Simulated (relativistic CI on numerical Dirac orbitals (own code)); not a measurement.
# One change at a time: Cs⁴⁷⁺

Base calculation: Dirac-Coulomb-Breit CI, KLI orbitals optimised for each configuration, QED by a radiative potential, unscaled Slater integrals.

CI space (outside the closed core 1s2): 2s²2p⁴, 2s2p⁵, 2p⁶, 2p⁵3s, 2p⁵3p, 2p⁵3d, 2s²2p³3s, 2s²2p³3p, 2s²2p³3d, 2s2p⁴3s, 2s2p⁴3p, 2s2p⁴3d, 2s²2p³4s, 2s²2p³4p, 2s²2p³4d, 2s²2p³4f. Levels of other configurations are missing.

The lowest level and the first level of each name with at least 55 % of one term (blank where a level has no safe partner in the second run):

```tsv
Level	Base (eV)	Shift (eV)
2s²2p⁴ ³P2	0.00	0.00
2s²2p⁴ ¹S0	39.13	+2.70
2s²2p⁴ ³P1	363.00	-0.05
2s²2p⁴ ¹D2	380.03	-0.06
2s2p⁵ ³P°2	630.34	+0.15
2s²2p⁴ ³P0	757.23	+3.60
2s2p⁵ ³P°0	1001.50	+0.14
2p⁶ ¹S0	1349.17	-5.75
2s²2p³3p ³P0	4853.56	+1.30
2s²2p³3d ³P°0	4910.27	+1.26
2s²2p³3s ³D°3	5005.02	-0.02
2s²2p³3s ¹D°2	5010.38	+0.63
2s²2p³3s ³P°0	5036.40	+4.22
2s²2p³3s ³P°1	5039.40	+3.75
```

At this charge energies of transitions that change n are usually good to better than 1 %, and those within a shell (Δn = 0) to a few per cent.

One thing was changed in a second run, which moved the levels as shown. Which?
A. Breit term removed
B. valence Slater integrals scaled by 0.9
C. QED terms removed
D. configuration mixing switched off

D. Configuration mixing switched off. Without mixing, levels that were pushed by configurations of the same parity and J return to their single-configuration places.

LS names give the leading component of a level, which can be under half, so a name can repeat, a term be missing and a line seem to break the LS rules.
